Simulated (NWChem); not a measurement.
Program: NWChem. System: CdSe, charge 0, spin multiplicity 1, at a geometry optimised with PBE0/def2-SVP with def2 effective core potentials on Cd. The structure started from a generated list of species.

Input file:

```
start mol
memory heap 200 mb stack 900 mb global 1100 mb
geometry units angstroms nocenter noautoz
  Cd     0.000000     0.000000     0.979602
  Se     0.000000     0.000000    -1.382967
  symmetry group C2v
end
basis spherical
  * library def2-svpd
end
ecp
  Cd library def2-ecp
end
dft
  xc xpbe96 cpbe96
  semidirect memsize 60000000 filesize 0
  iterations 100
end
tddft
  rpa
  nroots 8
  notriplet
  thresh 1e-4
end
task tddft energy
```

The output up to the point where the run's verdict is printed (cleaned and shortened):

```
             Northwest Computational Chemistry Package (NWChem) 7.3.0
             --------------------------------------------------------

                                NWChem Input Module
                                -------------------

 Scaling coordinates for geometry "geometry" by  1.889725989
 (inverse scale =  0.529177249)

 Turning off AUTOSYM since
 SYMMETRY directive was detected!

                             Geometry "geometry" -> ""
                             -------------------------

 Output coordinates in angstroms (scale by  1.889725989 to convert to a.u.)

  No.       Tag          Charge          X              Y              Z
 ---- ---------------- ---------- -------------- -------------- --------------
    1 Cd                  48.0000     0.00000000     0.00000000     0.97960200
    2 Se                  34.0000     0.00000000     0.00000000    -1.38296700

 Effective nuclear repulsion energy (a.u.)     365.5416076176

            Nuclear Dipole moment (a.u.)
            ----------------------------
        X                 Y               Z
 ---------------- ---------------- ----------------
     0.0000000000     0.0000000000     0.0000340151

      Symmetry information
      --------------------

 Group name             C2v
 Group number             16
 Group order               4
 No. of unique centers     2

      Symmetry unique atoms

     1    2


 Summary of "ao basis" -> "" (spherical)
 ------------------------------------------------------------------------------
       Tag                 Description            Shells   Functions and Types
 ---------------- ------------------------------  ------  ---------------------
 *                         def2-svpd                  on all atoms

 Summary of "ao basis" -> "ao basis" (spherical)
 ------------------------------------------------------------------------------
       Tag                 Description            Shells   Functions and Types
 ---------------- ------------------------------  ------  ---------------------
 Cd                        def2-svpd                12       34   5s4p2d1f
[...]
 moments of inertia (a.u.)
 ------------------
         929.234847027271           0.000000000000           0.000000000000
           0.000000000000         929.234847027271           0.000000000000
           0.000000000000           0.000000000000           0.000000000000

     Multipole analysis of the density
     ---------------------------------

     L   x y z        total         alpha         beta         nuclear
     -   - - -        -----         -----         ----         -------
     0   0 0 0     -0.000000    -27.000000    -27.000000     54.000000

     1   1 0 0     -0.000000     -0.000000     -0.000000      0.000000
     1   0 1 0      0.000000      0.000000      0.000000      0.000000
     1   0 0 1     -1.327722     25.252633     25.252633    -51.832988

     2   2 0 0    -27.352705    -13.676352    -13.676352      0.000000
     2   1 1 0      0.000000      0.000000      0.000000      0.000000
     2   1 0 1      0.000000      0.000000      0.000000      0.000000
     2   0 2 0    -31.827174    -15.913587    -15.913587      0.000000
     2   0 1 1      0.000000      0.000000      0.000000      0.000000
     2   0 0 2    -35.691440   -168.224531   -168.224531    300.757622

                                NWChem TDDFT Module
                                -------------------

            General Information
            -------------------
           No. of orbitals :     150
            Alpha orbitals :      75
             Beta orbitals :      75
        Alpha frozen cores :       0
         Beta frozen cores :       0
     Alpha frozen virtuals :       0
      Beta frozen virtuals :       0
         Spin multiplicity :       1
    Number of AO functions :      75
        Use of symmetry is : off
      Symmetry adaption is : on
         Schwarz screening :  0.10D-07

              XC Information
              --------------
   PerdewBurkeErnzerhof Exchange Functional   1.00
     Perdew 1991 LDA Correlation Functional   1.00 local
    PerdewBurkeErnz. Correlation Functional   1.00 non-local

             TDDFT Information
             -----------------
          Calculation type : TDDFT
         Wavefunction type : Restricted singlets
          No. of electrons :      54
           Alpha electrons :      27
            Beta electrons :      27
              No. of roots :       8
          Max subspacesize :    5600
            Max iterations :     100
               Target root :       1
           Target symmetry : none
      Symmetry restriction : off
                 Algorithm : Optimal
        Davidson threshold :  0.10D-03

            Memory Information
            ------------------
          Available GA space size is         144173575 doubles
          Available MA space size is          50641324 doubles
          Length of a trial vector is         1296
          Algorithm : Incore multiple tensor contraction
          Estimated peak GA usage is          29433636 doubles
          Estimated peak MA usage is             45600 doubles

    8 smallest eigenvalue differences (eV)
--------------------------------------------------------
  No. Spin  Occ  Vir  Irrep   E(Occ)    E(Vir)   E(Diff)
--------------------------------------------------------
    1    1   27   28 b1       -0.147    -0.311    -4.477
    2    1   26   28 a2       -0.273    -0.311    -1.043
    3    1   25   28 b1       -0.315    -0.311     0.105
    4    1   27   29 b1       -0.147    -0.042     2.862
    5    1   27   30 b2       -0.147    -0.032     3.133
    6    1   24   28 b1       -0.441    -0.311     3.525
    7    1   23   28 b2       -0.441    -0.311     3.531
    8    1   22   28 a2       -0.446    -0.311     3.679
--------------------------------------------------------

  Entering Davidson iterations
  Restricted singlet excited states

  Iter   NTrls   NConv    DeltaV     DeltaE      Time
  ----  ------  ------  ---------  ---------  ---------
```

The run crashed. NWChem stopped with the message: tddft_diagon: A-B is not positive-definite; try TDA.
